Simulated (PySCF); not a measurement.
**Two-component Hartree-Fock for As³⁺ (arsenic, charge +3)**

Start: [Ar] 3d9 4s2 4p1; 3d3/2 filled at m_j = -3/2, -1/2, +1/2, +3/2; 3d5/2 filled at m_j = -3/2, -1/2, +1/2, +3/2, +5/2; 4p3/2 filled at m_j = +3/2. Calculated with PySCF 2.14 in x2c-TZVPall-2c with one added diffuse shell each of s, p, d type (7s8p5d1f, 63 functions): generalised Hartree-Fock with the X2C-1e Hamiltonian and a Gaussian nucleus; one run each with spin-orbit coupling (SO) switched off, then screened by Boettger's factors. This is a chosen level, not necessarily the ground level.

```
spinor shell  electrons  ε, spin-free (eV)  ε, screened SO (eV)  weight of nominal j (screened SO)  rms radius, screened SO (bohr)
       1s1/2          2           -11996.3             -11996.0                              1.000                          0.0524
       2s1/2          2            -1624.7              -1624.6                              1.000                           0.219
       2p1/2          2            -1426.0              -1451.4                              1.000                           0.194
       2p3/2          4            -1426.0              -1413.7                              1.000                           0.197
       3s1/2          2            -273.31              -273.33                              1.000                           0.632
       3p1/2          2            -208.77              -213.82                              0.969                           0.650
       3d3/2          4            -104.46              -105.46                              0.856                           0.709
       3d5/2          5            -104.46              -103.76                              0.885                           0.715
       4s1/2          2            -52.709              -52.726                              0.999                            1.82
       4p3/2          1            -41.618              -41.450                              1.000                            2.08
```

(1) Where does 3p3/2 lie, and what is the 3p spin-orbit splitting (screened SO)?

```tsv
quantity	spin-free	screened SO
E (hartree)	-2255.30879	-2255.40800
M_J	4	4
⟨J²⟩	20.012	20.012
⟨L²⟩	12.010	12.012
⟨S²⟩	2.003	2.005
```

Each row is a mean over spinors that exchange with the open shell spreads, by up to 10.403 eV (3p3/2).

Rows whose weight is well below 1 are mixtures of j = l ± 1/2: exchange outweighs spin-orbit coupling there, and the label is only the starting occupation.

Without spin-orbit coupling the j labels of p, d and f shells carry no meaning; the spin-free column gives the mean over the occupied spinors of each nl shell.

## Answers

(1) At -206.37 eV, 7.451 eV above 3p1/2.
